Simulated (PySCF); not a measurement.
# Two-dimensional NMR puzzle

Compound of formula C6H3Cl3. Correlations simulated from computed shifts and the bond graph:

HSQC (one-bond C–H):
```csv
δH,δC
2.31,6.0
```

HMBC (two and three bonds, from the bond graph):
```csv
δH,δC
2.31,"100.1, 69.8"
```

Carbons without hydrogens: δ 102.5, 100.1, 90.8, 70.4, 69.8.

[PySCF 2.14: GFN2-xTB structure; GIAO PBE0/pcSseg-1 shieldings; non-relativistic; rapidly exchanging positions averaged; single conformer; in vacuum]

Chemical shifts δ = σref − σ; TMS for 1H (31.72 ppm), 13C (186.93 ppm), all at this level.

Exchangeable hydrogens are left out of these lists.

Problem. Work out the connectivity.

Solution. SMILES CC#CC#CC(Cl)(Cl)Cl.

Mapped SMILES: `[CH3:1][C:2]#[C:3][C:4]#[C:5][C:6]([Cl:7])([Cl:8])[Cl:9]`. Each H is labelled by its parent atom.

δC 102.5 is C6, a propargylic fully substituted sp3 carbon bonded to 3 Cl. δC 100.1 is C2, an alkyne carbon. δC 90.8 is C4, an alkyne carbon. δC 70.4 is C5, an alkyne carbon. δC 69.8 is C3, an alkyne carbon. δC 6.0 is C1, a propargylic methyl carbon (δH 2.31). HMBC from δH 2.31 reaches the proton-free carbons C2, C3.

The shifts were computed for this structure.

Carbons that carry Cl, above all several Cl atoms, come out too deshielded, partly because spin–orbit coupling is missing. Shifts are as computed. Against solution values, carbons near 30 ppm lie about +3 ppm off and those near 130 ppm about +5 ppm; carbons on Cl a further +6 ppm. Of 1211 compounds with measured shifts, 218 miss one by over three times the rms of a fit or turn the order of signals round; such compounds aren't used in these exercises.
